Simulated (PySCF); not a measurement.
# How methods differ on the excitation energy of Cl²⁺

Cl²⁺ [Ne] 3s2 3p3 (4S) → Cl²⁺ [Ne] 3s2 3p2 4s1 (4P), as a difference of total energies. Computed with PySCF 2.14 in aug-cc-pV(D+d)Z, with no relativity, point nucleus. Correlated levels: valence: [Ne] frozen. The calculations carry no spin-orbit coupling.

```
           method  excitation energy (eV)
              UHF                  21.676
              LDA                  21.584
              PBE                  21.592
             PBE0                  21.793
           r2SCAN                  22.226
             PW91                  21.635
             MN15                  22.065
        BHandHLYP                  21.760
          r2SCAN0                  22.180
             ROHF                  21.807
    MP2 (valence)                  21.722
SCS-MP2 (valence)                  21.655
```

How much does correlation contribute at MP2 (valence)?

21.722 − (21.676) = 0.046 eV, measured against UHF.

A first-order spin-orbit estimate (lowest level to lowest level, LS coupling) adds -0.079 eV.

The promoted electron is Rydberg-like, and one or two diffuse shells describe it only roughly, which tends to raise the upper state.
